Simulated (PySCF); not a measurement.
Cl2H3NOSi, SMILES N[Si](O)(Cl)Cl.

Geometry: PBE-D3(BJ)/def2-SVP. The structure was generated by enumeration, and PubChem lists no compound with its InChIKey, so it may never have been made. Other conformers were not sampled.

All values below come from TDA-PBE/def2-SVPD (PySCF 2.14.0).

Vertical excitations. 

```tsv
state	energy (eV)	λ (nm)	f	main pairs
S1	5.90	210	0.015	HOMO→LUMO 98 %
S2	6.65	186	0.009	HOMO−1→LUMO 80 %, HOMO→LUMO+1 18 %
S3	6.67	186	0.005	HOMO→LUMO+1 78 %, HOMO−1→LUMO 19 %
S4	6.98	178	0.003	HOMO→LUMO+2 62 %, HOMO−2→LUMO 35 %
S5	7.06	176	0.047	HOMO−2→LUMO 60 %, HOMO→LUMO+2 32 %
S6	7.31	170	0.069	HOMO−3→LUMO 90 %
S7	7.46	166	0.012	HOMO−4→LUMO 73 %, HOMO−1→LUMO+1 18 %
S8	7.50	165	0.015	HOMO−1→LUMO+1 47 %, HOMO→LUMO+3 16 %, HOMO−4→LUMO 16 %, HOMO−5→LUMO 14 %
S9	7.63	163	0.039	HOMO→LUMO+3 56 %, HOMO→LUMO+4 16 %, HOMO−5→LUMO 9 %
S10	7.67	162	0.055	HOMO−5→LUMO 51 %, HOMO−1→LUMO+2 22 %, HOMO−1→LUMO+1 17 %
T1	5.67	219	0	HOMO→LUMO 99 %
T2	6.45	192	0	HOMO−1→LUMO 89 %
T3	6.46	192	0	HOMO→LUMO+1 89 %
T4	6.73	184	0	HOMO→LUMO+2 80 %, HOMO−2→LUMO 17 %
```
Triplets are in the Tamm–Dancoff approximation.
